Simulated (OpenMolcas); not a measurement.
InHCl2O: a line through the functionals

InHCl2O: 5 atoms, total charge 0, spin state singlet. As SMILES, `[OH][In]([Cl])[Cl]`. The shape is that of a PBE0-D4/def2-TZVP optimisation.

The vertical energy of the triplet above the singlet y, in eV, basis def2-SVP with a core potential; a is the functional's share of exact exchange. Programs: OpenMolcas 26.06.

| functional | program | a | y (eV) |
| --- | --- | --- | --- |
| r2SCAN | OpenMolcas | 0 | 4.49 |
| BLYP | OpenMolcas | 0 | 4.17 |
| B3LYP | OpenMolcas | 0.2 | ? |
| PBE0 | OpenMolcas | 0.25 | 4.84 |
| BHLYP | OpenMolcas | 0.5 | 4.94 |

Problem. Fit y = c + s·a to the known rows and predict B3LYP.

Solution. 
1. Means of the 4 rows: a = 0.1875, y = 4.610.
2. Σ(Δa)² = 0.17188, Σ(Δa·Δy) = 0.2225, so the slope is 0.2225/0.17188 = 1.2945.
3. Intercept: 4.610 − (1.2945) × 0.1875 = 4.367. The largest residual of the fit is 0.20.
4. B3LYP: 4.367 + (1.2945) × 0.2 = 4.63 eV.

The run gave 4.61 eV, so the prediction is off by +0.02 eV, within the largest residual. The rows mix families of semi-local functionals, which the line can't see. Spin-orbit coupling is left out.
